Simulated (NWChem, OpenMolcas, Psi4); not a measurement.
## How methods differ on [AlF4]− (fluoroaluminate)

The species is [AlF4]− (5 atoms), meant as a singlet with charge -1. SMILES: `[F][Al-]([F])([F])[F]`. The coordinates come from a PBE0-D4/def2-TZVPD relaxation.

```xyz
5

F    -0.1015   -0.2940    1.6600
Al    0.0000    0.0000    0.0000
F    -1.3430    0.8958   -0.4962
F     0.0345   -1.4699   -0.8310
F     1.4099    0.8681   -0.3328
```

Each level gives the HOMO–LUMO gap (eV). The values are calculated.

```
                                             level           kind     program  value (eV)  CPU time
                                   SVWN5/6-311+G**            LDA  OpenMolcas        7.25      49 s
                                    BLYP/6-311+G**            GGA  OpenMolcas        6.89      63 s
                                    TPSS/6-311+G**       meta-GGA        Psi4        7.21      20 s
                                  r2SCAN/6-311+G**       meta-GGA  OpenMolcas        8.06      61 s
                                   B3LYP/6-311+G**  global hybrid      NWChem        9.01      18 s
                                   BHLYP/6-311+G**  global hybrid  OpenMolcas       11.92      54 s
                                  B2PLYP/6-311+G**  double hybrid  OpenMolcas       12.05      50 s
B2PLYP/6-311+G** (density fitting for correlation)  double hybrid        Psi4       12.05      11 s
```

The values span 6.89 to 12.05 eV. Orbital gaps aren't excitation energies, and those of double hybrids come from the SCF part alone; they tend to grow with the share of exact exchange. CPU times are rough (shared hosts, several kinds of processor and program).
